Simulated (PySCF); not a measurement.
Al(AsH2)(F)(OH) (AlAsFH3O), SMILES [Al]([OH])([AsH2])[F].

The structure is a stationary point at PBE-D3(BJ)/def2-SVP. The structure was generated by enumeration; whether it is a known compound was not checked. The values are those of a single conformer.

These are IEF-PCM-PBE0/def2-SVP run with PySCF values and carry that method's errors.

The values are the electrostatic part of the solvation free energy, E(continuum) − E(gas) at the gas-phase geometry, in a cavity of scaled van der Waals radii (PySCF's table); cavitation and dispersion terms are not included. A continuum can't describe solvent molecules that bind to the metal. In vacuum the orbital gap is 7.13 eV. The dipole moment in vacuum is 0.94 D.

```json
[
 {"solvent": "water", "ε": "78.36", "ΔG(elec) (kcal/mol)": "-8.1", "dipole (D)": "1.30", "gap (eV)": "7.27"},
 {"solvent": "acetonitrile", "ε": "35.69", "ΔG(elec) (kcal/mol)": "-7.9", "dipole (D)": "1.28", "gap (eV)": "7.26"},
 {"solvent": "tetrahydrofuran", "ε": "7.43", "ΔG(elec) (kcal/mol)": "-6.6", "dipole (D)": "1.21", "gap (eV)": "7.23"}
]
```
